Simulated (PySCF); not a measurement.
Molecule: sum formula H5Si2O2 (charge 0, doublet). It need not be the lowest isomer of its formula. 
Structure (B3LYP-D3(BJ)/def2-TZVP (Ansatz) minimum search):
```xyz
9

O      0.9491     1.6249     0.2531
Si     0.5215     0.1838    -0.4467
O      1.4652    -1.0542     0.1369
Si    -1.6997    -0.4305     0.1039
H      1.3166     1.6143     1.1438
H      2.4044    -1.0629    -0.0698
H     -2.6057     0.6436    -0.3672
H     -1.8942    -0.6150     1.5665
H     -2.0413    -1.6917    -0.5952
```
Charge 0, spin multiplicity 2.

Dispersion corrections to the total energy (kcal/mol) from the dftd3 and dftd4 libraries through PySCF: D3(BJ) without and D4 with the three-body term, each with the damping fitted for the functional named.

```json
[
 {"functional": "B2GP-PLYP", "D3(BJ)": "?", "D4": "-1.85"},
 {"functional": "PBE0", "D3(BJ)": "-3.86", "D4": "?"},
 {"functional": "BHLYP", "D3(BJ)": "-6.67", "D4": "-5.77"},
 {"functional": "TPSS", "D3(BJ)": "-5.54", "D4": "-5.85"},
 {"functional": "B3LYP", "D3(BJ)": "?", "D4": "-7.07"},
 {"functional": "HSE06", "D3(BJ)": "-3.16", "D4": "-3.46"},
 {"functional": "BLYP", "D3(BJ)": "-9.55", "D4": "-9.46"}
]
```

**Question.** Some entries are withheld; supply them.

**Answer.** 
- B2GP-PLYP, D3(BJ): -4.09
- PBE0, D4: -3.69
- B3LYP, D3(BJ): -7.92
